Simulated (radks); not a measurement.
Problem. These are the eigenvalues of the occupied orbitals of an atom or ion with whole-number occupations (hartree). Calculated with a radial shooting solver on a logarithmic mesh with Libxc functionals: scalar-relativistic Kohn-Sham, BP86, spin-polarised, spherical densities, point nucleus.

1s up: -1114.612
1s down: -1114.611
2s up: -170.1893
2s down: -170.1889
2p up: -152.8585
2p down: -152.8577
3s up: -33.91712
3s down: -33.91623
3p up: -28.26804
3p down: -28.26702
3d up: -19.64707
3d down: -19.64613
4s up: -6.15139
4s down: -6.14925
4p up: -4.42166
4p down: -4.41932
4d up: -1.91078
4d down: -1.90582
5s up: -1.10317
5s down: -1.07131
5p up: -0.76011

Which element is it, and in what charge state? The configuration may be excited. Open shells, if any, are filled with parallel spins first.

Solution. Z = 51, antimony, charge +2: Sb2+ in [Kr] 4d10 5s2 5p1. The list shows which subshells hold electrons but not how many an open one holds; the 1s level, -1114.6 hartree, gives Z - s = 47.2 by -(Z - s)^2/2, which with screening and relativity narrows Z to a few neighbours, and the depths of the outer levels then fix element, charge and occupations together.
